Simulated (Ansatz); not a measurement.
`O[SiH2]/C=C/[SiH3]` + H₂ → `C=C[SiH3]` + silanol at 500 K and 1 bar (hydrogenolysis of a C–Si bond).

Computed with Ansatz on PBE0-D4/def2-TZVP structures; ΔE is electronic, products minus reactants. CBS: MP2 limit from def2 TZ/QZ plus the TZ coupled-cluster correction, frozen cores. This one scheme is used for every species. One conformer a species, not always the lowest.

```
             species  CCSD(T)/CBS energy (Eh)  H − E (kJ/mol)  S (J/(mol·K))
`O[SiH2]/C=C/[SiH3]`               -734.27080           289.0          453.2
                  H₂                 -1.17544            41.0          145.5
         `C=C[SiH3]`               -368.76077           209.7          334.4
           `O[SiH3]`               -366.69042           127.5          292.9
```

H − E and S are ideal-gas, rigid-rotor, harmonic terms from PBE0-D4/def2-TZVP, for one conformer and one mirror image of each species. The MP2-based limit puts H₂ 0.8 mEh under its directly extrapolated value; such offsets cancel only in part. 1 Eh = 2625.50 kJ/mol, R = 8.31446 J/(mol·K).

Question: By hand: ΔE, ΔH, ΔS and ΔG.

Answer: ΔE = (-368.76077) + (-366.69042) − (-734.27080) − (-1.17544) = -0.00495 Eh = -13.0 kJ/mol. Δ(H − E) = 209.7 + 127.5 − 289.0 − 41.0 = 7.2, so ΔH = -5.8 kJ/mol. ΔS = 334.4 + 292.9 − 453.2 − 145.5 = 28.6 J/(mol·K). ΔG = -5.8 − 500 × (28.6)/1000 = -20.1 kJ/mol.

Question: By hand: the equilibrium constant, and the temperature at which ΔG would vanish if ΔH and ΔS stayed fixed.

Answer: log₁₀ K = −ΔG/(RT ln 10) = 2.1. ΔH and −TΔS have one sign here, so there is no such temperature.

TΔS isn't small against ΔH here. A doubt of 5 kJ/mol in ΔE shifts log₁₀ K by 0.5 here. Other conformers and mirror images would add mixing entropy, several J/(mol·K) or more a flexible species. These are equilibria of isolated gas molecules and say nothing of rates. Largest T1 diagnostic: 0.012 (customary marks: 0.02 for closed shells, 0.045 for open ones).
